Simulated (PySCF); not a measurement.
Ligands exchanged one at a time, Ga Cl-Br. Isolated molecules, 0 K electronic values unless said otherwise. Strings in code marks are SMILES.

Method: ωB97X-D3(BJ)/def2-TZVP // PBE0-D3(BJ)/def2-TZVP in PySCF. Excitations are Tamm–Dancoff values on a coarser integration grid. The basis has no diffuse functions, so Rydberg states are missing or too high.

| species | S1 oscillator strength | S1–T1 gap (TDA) (eV) |
|---|---|---|
| 0 of 3 Cl replaced by Br (`[Cl][Ga]([Cl])[Cl]`) | 0.000 | ___ |
| 1 of 3 Cl replaced by Br | 0.016 | 0.44 |
| 2 of 3 Cl replaced by Br | 0.010 | 0.43 |
| 3 of 3 Cl replaced by Br (`[Ga]([Br])([Br])[Br]`) | ___ | 0.40 |

### Question
Complete the blanks.

### Answer

- 0 of 3 Cl replaced by Br (`[Cl][Ga]([Cl])[Cl]`), S1–T1 gap (TDA) (eV): 0.42
- 3 of 3 Cl replaced by Br (`[Ga]([Br])([Br])[Br]`), S1 oscillator strength: 0.000
